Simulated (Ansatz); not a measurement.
Mulliken charges of `C[NH][In]([F])[F]` from ωB97M-V/def2-TZVPP in Ansatz (PBE0-D4/def2-TZVP geometry).

| atom | x (Å) | y (Å) | z (Å) | charge (e) |
| --- | --- | --- | --- | --- |
| C1 | -0.418 | -1.205 | 0.545 | -0.229 |
| N2 | 0.051 | 0.163 | 0.688 | -0.394 |
| In3 | 0.409 | 1.363 | -0.858 | 1.097 |
| F4 | -0.401 | 1.083 | -2.597 | -0.477 |
| F5 | 1.380 | 3.035 | -0.773 | -0.472 |
| H6 | -1.109 | -1.279 | -0.297 | 0.119 |
| H7 | 0.381 | -1.938 | 0.383 | 0.120 |
| H8 | -0.972 | -1.503 | 1.441 | 0.120 |
| H9 | 0.680 | 0.281 | 1.469 | 0.117 |

Task: By hand: the dipole of these point charges (1 e Å = 4.8032 D).

Result: Σ q r = (-0.059, -0.774, 0.622) e Å, of length 0.995 e Å = 4.78 D.

Task: How does the dipole of the full density compare? (An estimate is asked.)

Result: The calculation gave: (0.054, -0.588, 0.581) e Å, 3.98 D; the point charges give 1.20 times that, at 9° from its direction.

Point charges leave out the atoms' own dipoles, such as those of lone pairs, and Mulliken's split depends on the basis, so the two needn't agree.
